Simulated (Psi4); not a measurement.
Process, species as SMILES: N#P (N-P) + H+ → [NH+]#P
B3LYP-D3(BJ)/def2-TZVP geometries, fixed; electronic energies without zero-point terms; positive where energy is released.

The proton affinity at MP2 with Psi4, in kcal/mol, split into its Hartree-Fock and correlation parts. Density fitting with the program's default auxiliary sets. Cores are frozen. The proton sits at the site shown, which need not be the one that binds it best. No added dispersion term, no relativity. Functions are those of the species that has most.

```tsv
basis	X	functions	Hartree-Fock	MP2
cc-pV(D+d)Z	2	42	203.52	193.86
cc-pV(T+d)Z	3	83	205.21	193.33
cc-pV(Q+d)Z	4	149	205.03	192.37
cc-pV(5+d)Z	5	246	205.05	191.82
```

Worked estimate of the basis-set limit from each neighbouring pair, with Hartree-Fock from the larger set and the correlation part extrapolated as X^-3.
Correlation parts: X = 2: -9.66, X = 3: -11.88, X = 4: -12.66, X = 5: -13.23.
- (2,3): (27·(-11.88) - 8·(-9.66))/19 = -12.81; with Hartree-Fock 205.21 the estimate is 192.40 kcal/mol.
- (3,4): (64·(-12.66) - 27·(-11.88))/37 = -13.23; with Hartree-Fock 205.03 the estimate is 191.80 kcal/mol.
- (4,5): (125·(-13.23) - 64·(-12.66))/61 = -13.83; with Hartree-Fock 205.05 the estimate is 191.22 kcal/mol.
The last two estimates differ by 0.58 kcal/mol; the largest set lies 0.60 from the last. Over the last step Hartree-Fock moves by 0.02 and the correlation part by -0.57.
